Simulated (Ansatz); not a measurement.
Cost and result for the atomization energy of C2H8GeO2Si (`C=C[SiH](O)[GeH2][OH]`) (14 atoms, 13 bonds).

```json
{"atom": "C1", "x (Å)": "-0.220", "y (Å)": "0.942", "z (Å)": "1.925"}
{"atom": "C2", "x (Å)": "-0.321", "y (Å)": "-0.360", "z (Å)": "1.670"}
{"atom": "Si3", "x (Å)": "0.023", "y (Å)": "-1.108", "z (Å)": "0.011"}
{"atom": "O4", "x (Å)": "-1.133", "y (Å)": "-2.260", "z (Å)": "-0.266"}
{"atom": "Ge5", "x (Å)": "-0.014", "y (Å)": "0.596", "z (Å)": "-1.680"}
{"atom": "O6", "x (Å)": "1.118", "y (Å)": "1.926", "z (Å)": "-1.245"}
{"atom": "H7", "x (Å)": "0.057", "y (Å)": "1.662", "z (Å)": "1.158"}
{"atom": "H8", "x (Å)": "-0.399", "y (Å)": "1.347", "z (Å)": "2.917"}
{"atom": "H9", "x (Å)": "-0.598", "y (Å)": "-1.031", "z (Å)": "2.483"}
{"atom": "H10", "x (Å)": "1.371", "y (Å)": "-1.758", "z (Å)": "-0.005"}
{"atom": "H11", "x (Å)": "-0.924", "y (Å)": "-2.955", "z (Å)": "-0.890"}
{"atom": "H12", "x (Å)": "-1.366", "y (Å)": "1.319", "z (Å)": "-1.792"}
{"atom": "H13", "x (Å)": "0.377", "y (Å)": "0.051", "z (Å)": "-3.077"}
{"atom": "H14", "x (Å)": "2.030", "y (Å)": "1.629", "z (Å)": "-1.208"}
```

Charge 0, multiplicity 1. Correlated methods include outer-core shells of Ge, which these sets cover unevenly. Scalar relativity is left out up to krypton. All single points use the PBE0-D4/def2-TZVP geometry. It is one conformer, not always the lowest. Program: Ansatz. All runs use 2 threads of an AMD EPYC 7R13 on a shared host and a share of an NVIDIA H100 80 GB. Times are those of one run each, without the atoms' runs, and a repeat can differ threefold. Electronic energies, without spin–orbit coupling; frozen cores. CCSD(T)/CBS adds CCSD(T) − MP2 in def2-TZVPP to the MP2 limit, and its time is that of the two runs behind it. T1 = 0.012. With those shells the extrapolation isn't a true limit. B3LYP takes the VWN-RPA correlation (the form of Gaussian; ORCA's B3LYP/G).

CCSD(T)/CBS is a level of theory with its own doubt, some kJ/mol a heavy atom from the limit and from the frozen cores, so smaller differences don't rank the functionals.

```tsv
level	functions	wall time
PBE-D4/def2-TZVPP (with forces)	326	2.2 s
r2SCAN-D4/def2-TZVPP (with forces)	326	2.5 s
PBE0-D4/def2-TZVPP	326	2.5 s
B3LYP-D4/def2-TZVPP (with forces)	326	3.3 s
B2PLYP/def2-TZVPP	326	3.3 s
ωB97X-V/def2-TZVPP	326	4.6 s
MP2/def2-QZVPP	627	5.5 s
ωB97M-V/def2-TZVPP (with forces)	326	5.5 s
CCSD(T)/def2-TZVPP	326	9 s
CCSD(T)/CBS(def2)	–	15 s
```

**Question.** What atomization energy does each give, and how far from CCSD(T)/CBS? (Best estimate.)

**Answer.** Computed: 
| level | atomization (kcal/mol) | difference from CCSD(T)/CBS | per bond |
| --- | --- | --- | --- |
| PBE-D4/def2-TZVPP (with forces) | 1234.3 | 10.7 | 0.8 |
| r2SCAN-D4/def2-TZVPP (with forces) | 1221.0 | -2.6 | -0.2 |
| PBE0-D4/def2-TZVPP | 1212.1 | -11.5 | -0.9 |
| B3LYP-D4/def2-TZVPP (with forces) | 1214.7 | -8.9 | -0.7 |
| B2PLYP/def2-TZVPP | 1203.6 | -20.0 | -1.5 |
| ωB97X-V/def2-TZVPP | 1222.1 | -1.5 | -0.1 |
| MP2/def2-QZVPP | 1228.3 | 4.7 | 0.4 |
| ωB97M-V/def2-TZVPP (with forces) | 1218.3 | -5.3 | -0.4 |
| CCSD(T)/def2-TZVPP | 1192.0 | -31.6 | -2.4 |
| CCSD(T)/CBS(def2) | 1223.6 | 0.0 | 0.0 |

In def2-TZVPP, CCSD(T) changes the Hartree–Fock value by +315.4 kcal/mol (the triples alone add +18.7 kcal/mol) and MP2 by +333.0 kcal/mol; breaking electron pairs costs correlation energy, which Hartree–Fock lacks. The D4 term adds +12.8 kcal/mol with B3LYP and +6.8 kcal/mol with PBE0; it sums over pairs of atoms, weighted by their polarisabilities, and B3LYP, whose exchange is more repulsive, gets the larger term. From PBE to PBE0 (25 % exact exchange), in def2-TZVPP and without D4, the atomization energy moves by −21.1 kcal/mol: exact exchange takes away binding that semilocal exchange gives to molecules.
